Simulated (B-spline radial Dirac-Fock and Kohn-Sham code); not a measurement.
Dipole and non-dipole photoemission parameters of Te 4p1/2

System: the Te atom, configuration [Kr] 4d10 5s2 5p4; threshold 103.3 eV (tabulated edge). Method: Dirac-Hartree-Slater photoionisation with a Latter tail; cross sections with all multipoles, angular parameters from the dipole term and its interference with E2. Computed with a B-spline atomic structure program.

Input of the calculation (task.json; shells as n, l, electrons):

```json
{"items": [{
  "Z": 52,
  "q": 0,
  "cfg": [[1, 0, 2], [2, 0, 2], [2, 1, 6], [3, 0, 2], [3, 1, 6], [3, 2, 10], [4, 0, 2], [4, 1, 6], [4, 2, 10], [5, 0, 2], [5, 1, 4]],
  "A": 130,
  "rrms": 4.7423,
  "do": "xps",
  "hv": [60.9, 80, 93.8, 130.0, 136.0, 138.0, 177.0, 185.0, 193.0, 238.0, 277.0, 282.0, 296.0, 323.0, 400, 600, 800, 863.0, 1253.6, 1520.0, 1550.0, 2000, 2770.0, 3220.0, 4000, 6370.0, 10000.0, 12100.0, 13200.0, 15000],
  "edges": {"K": 31814.0, "L1": 4939.0, "L2": 4612.0, "L3": 4341.0, "M1": 1006.0, "M2": 870.8, "M3": 820.8, "M4": 583.4, "M5": 573.0, "N1": 169.4, "N2": 103.3, "N3": 103.3}
}]}
```

Run with: `python xray2_run.py task.json out`

For linearly polarised light dσ/dΩ = σ/(4π) [1 + β P₂(cos θ) + (δ + γ cos²θ) sin θ cos φ], with θ from the polarisation vector and φ the angle between the beam and the projection of the electron momentum on the plane normal to the polarisation.

```
hν (eV)  σ (kb)       β       γ       δ
    130     112  -0.217   0.337  -0.037
    136     107  -0.318   0.451  -0.069
    138     105  -0.339   0.446  -0.072
    177    95.8  -0.089  -0.044   0.011
    185    95.7   0.010  -0.074   0.021
    193    95.6   0.108  -0.086   0.029
    238    94.0   0.577  -0.005   0.042
    277    90.2   0.854   0.100   0.038
    282    89.6   0.882   0.111   0.037
    296    87.9   0.953   0.140   0.035
    323    84.4   1.068   0.183   0.030
    400    73.6   1.290   0.242   0.019
    600       ?       ?       ?       ?
    800    36.7   1.628   0.098   0.001
    863    33.2   1.645   0.073   0.001
 1253.6    18.7   1.687  -0.013  -0.001
   1520    13.5   1.690  -0.022  -0.001
   1550    13.0   1.690  -0.021  -0.001
   2000    8.12   1.677   0.019  -0.001
   2770    4.25   1.638   0.152   0.002
   3220    3.10   1.613   0.242   0.004
   4000    1.92   1.571   0.400   0.008
   6370   0.641   1.456   0.833   0.028
  10000   0.200   1.315   1.325   0.065
  12100   0.119   1.249   1.543   0.088
  13200  0.0934   1.217   1.642   0.101
  15000  0.0651   1.169   1.787   0.121
```

Question: Give the values at 600 eV.

Answer: σ = 51.4 kb, β = 1.537, γ = 0.193, δ = 0.006.
